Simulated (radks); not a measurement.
The numbers below are computed, except where a source is named.
Problem. The mean radii <r> (bohr) of the occupied orbitals of an atom or ion are listed with their occupations. Level of theory: non-relativistic Kohn-Sham, SOGGA, spin-polarised, spherical densities, point nucleus (a radial shooting solver on a logarithmic mesh with Libxc functionals).

| orbital | occ. | <r> |
|---|---|---|
| 1s down | 1 | 0.02264 |
| 1s up | 1 | 0.02264 |
| 2s up | 1 | 0.09613 |
| 2s down | 1 | 0.09612 |
| 2p up | 3 | 0.08145 |
| 2p down | 3 | 0.08144 |
| 3s up | 1 | 0.2469 |
| 3s down | 1 | 0.2468 |
| 3p up | 3 | 0.2367 |
| 3p down | 3 | 0.2365 |
| 3d up | 5 | 0.2092 |
| 3d down | 5 | 0.2090 |
| 4s up | 1 | 0.5551 |
| 4s down | 1 | 0.5554 |
| 4p up | 3 | 0.5666 |
| 4p down | 3 | 0.5670 |
| 4d up | 5 | 0.5956 |
| 4d down | 5 | 0.5965 |
| 5s up | 1 | 1.338 |
| 5s down | 1 | 1.351 |
| 5p up | 3 | 1.487 |
| 5p down | 3 | 1.504 |
| 4f up | 7 | 0.7476 |
| 4f down | 3 | 0.7640 |

Name the element and its charge. Open shells, if any, are filled with parallel spins first.

Solution. Z = 67, holmium, charge +3: Ho3+ in [Xe] 4f10. The 1s radius gives Z: for a bare nucleus <r> = 1.5/Z, 0.02239 bohr for Z = 67, and screening makes it slightly larger (0.02264 here). The occupations add up to 64, and the charge is Z minus that.
